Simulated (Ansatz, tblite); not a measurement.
Isomers of Cu2F2 (singlet), found by a short tight-binding search and relaxed with PBE-D4/def2-SVP in Ansatz.

The xTB rows come from tblite.

Run but left out: HF/def2-TZVPP, MP2/def2-TZVPP, CCSD/def2-TZVPP, CCSD(T)/def2-TZVPP (B: restricted singlet, unstable towards broken spin symmetry).

Other spin states were run for one of them alone.

A:

```xyz
4

Cu   -0.357   -0.853    0.680
Cu    0.357    0.853   -0.680
F     0.734   -1.063   -0.948
F    -0.734    1.063    0.948
```

B:

| atom | x (Å) | y (Å) | z (Å) |
| --- | --- | --- | --- |
| Cu1 | 0.065 | 0.572 | 0.231 |
| Cu2 | -0.111 | -1.622 | -0.624 |
| F3 | 1.440 | 1.259 | 1.059 |
| F4 | -1.394 | -0.209 | -0.666 |

Question: Estimate their order by electronic energy at CAM-B3LYP-D4/def2-TZVP, counted from the lowest.

Answer: A (0.0) < B (13.6), in kJ/mol.

Question: Do the other levels pick the same lowest one?

Answer: Not GFN2-xTB, PBE-D4/def2-TZVP, r2SCAN-D4/def2-TZVP. Energies above each level's lowest (kJ/mol):

```
                 level     A     B
              GFN1-xTB   0.0   5.0
              GFN2-xTB   6.8   0.0
      PBE-D4/def2-TZVP  22.3   0.0
   r2SCAN-D4/def2-TZVP  15.5   0.0
     PBE0-D4/def2-TZVP   0.0   7.6
  r2SCAN0-D4/def2-TZVP   0.0  13.7
CAM-B3LYP-D4/def2-TZVP   0.0  13.6
```
Point groups (tolerance 0.1 Å): A D2h, B Cs. Lower isomers may exist.
